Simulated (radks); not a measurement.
Neutral selenium inside a hard spherical wall (all orbitals vanish at R), configuration held at [Ar] 3d10 4s2 4p4 and not refilled when levels cross. Calculated with a radial shooting solver on a logarithmic mesh with Libxc functionals: non-relativistic Kohn-Sham, LDA (Slater exchange, VWN5 correlation), spin-polarised, spherical densities, point nucleus; open shells are filled with parallel spins first. Eigenvalues in eV for spin up, with the zero of energy where the potential of the charges vanishes at infinity; a dash marks a level that is unbound or too diffuse for the functional's potential to be trusted. A positive occupied level is held by the wall or, in an anion where self-interaction has pushed it up, behind a barrier. The pressure on the wall is -dE/dV.

| R (bohr) | E (hartree) | kinetic (hartree) | e(3p) | e(3d) | e(4s) | e(4p) | e(5s, empty) | e(5p, empty) | pressure (GPa) |
|---|---|---|---|---|---|---|---|---|---|
| free | -2398.13493 | 2395.963 | -151.08 | -54.726 | -17.463 | -7.214 | -0.482 | - | 0 |
| 20 | -2398.13493 | 2395.963 | -151.08 | -54.726 | -17.463 | -7.214 | -0.475 | 0.410 | < 0.0001 |
| 8 | -2398.13399 | 2395.972 | -151.01 | -54.654 | -17.404 | -7.157 | 0.870 | 3.481 | 0.0483 |
| 7 | -2398.13109 | 2395.996 | -150.85 | -54.498 | -17.282 | -7.035 | 1.980 | 5.292 | 0.258 |
| 6 | -2398.11913 | 2396.080 | -150.39 | -54.037 | -16.934 | -6.670 | 4.298 | 8.695 | 1.46 |
| 5 | -2398.06805 | 2396.381 | -149.06 | -52.720 | -15.965 | -5.584 | 9.595 | 15.707 | 9.19 |
| 4 | -2397.83362 | 2397.517 | -145.32 | -49.025 | -13.161 | -2.231 | 23.200 | 32.032 | 68.4 |
| 3.5 | -2397.47049 | 2399.032 | -141.43 | -45.206 | -9.937 | 1.715 | 37.770 | 48.513 | 205 |
| 2.5 | -2394.43398 | 2409.422 | -124.17 | -28.287 | 9.710 | 25.226 | 115.73 | 131.73 | 2580 |
